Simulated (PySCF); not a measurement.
# Orbital picture of SeCl⁺

PBEsol at R = 2.050 Å; basis Se 6-31G(d,p), Cl 6-31G(d,p); no relativity; PySCF 2.14. State: ³Σ⁻ (triplet), unpaired electrons π ↑↑. Only the outer orbitals are listed, counted within each symmetry.

```
spin  orbital  occ.  ε (eV)  on Se (%)            main shells (%)
   α      10σ     1  -30.20         30           66 Cl s, 24 Se s
   α      11σ     1  -25.02         68           68 Se s, 28 Cl s
   α      12σ     1  -18.42         46           50 Cl p, 38 Se p
   α       5π     1  -17.08         36           64 Cl p, 35 Se p
   α       5π     1  -17.08         36           64 Cl p, 35 Se p
   α       6π     1  -14.11         65           65 Se p, 35 Cl p
   α       6π     1  -14.11         65           65 Se p, 35 Cl p
   α      13σ     0  -10.20         66           63 Se p, 35 Cl p
   α      14σ     0   -2.92        105   84 Se s, 13 Se p, 8 Se d
   α      15σ     0   -0.74         95           76 Se p, 16 Se s
   β      10σ     1  -29.70         25           70 Cl s, 19 Se s
   β      11σ     1  -23.86         69           69 Se s, 25 Cl s
   β      12σ     1  -17.86         47  50 Cl p, 35 Se p, 11 Se s
   β       5π     1  -16.31         22           77 Cl p, 21 Se p
   β       5π     1  -16.31         22           77 Cl p, 21 Se p
   β       6π     0  -12.67         78           78 Se p, 21 Cl p
   β       6π     0  -12.67         78           78 Se p, 21 Cl p
   β      13σ     0   -9.59         69           65 Se p, 32 Cl p
```

Task: Which are the highest filled and the lowest empty level, where do they sit, and how wide is the gap?

Result: Highest filled α 6π at -14.11 eV (in %: 65 Se p, 35 Cl p); lowest empty β 6π at -12.67 eV (in %: 78 Se p, 21 Cl p); the gap at PBEsol is 1.44 eV. Both belong to one degenerate shell, split only by its one-sided filling, so this is no excitation gap.

```
bond order (Mayer)                                                                                                 : 1.64
⟨S²⟩                                                                                                               : 2.002
charge on Se (Mulliken, basis-dependent)                                                                           : 0.69
charge on Se (Löwdin, basis-dependent)                                                                             : 0.66
dipole moment (positive dipole points towards Cl; it is taken about the centre of mass and depends on that origin) : -0.17 D
```

Shares are Mulliken populations and can fall outside 0 to 100 %.

Spin–orbit coupling is left out. The state was picked by a PBE0 search and need not be the measured ground state.
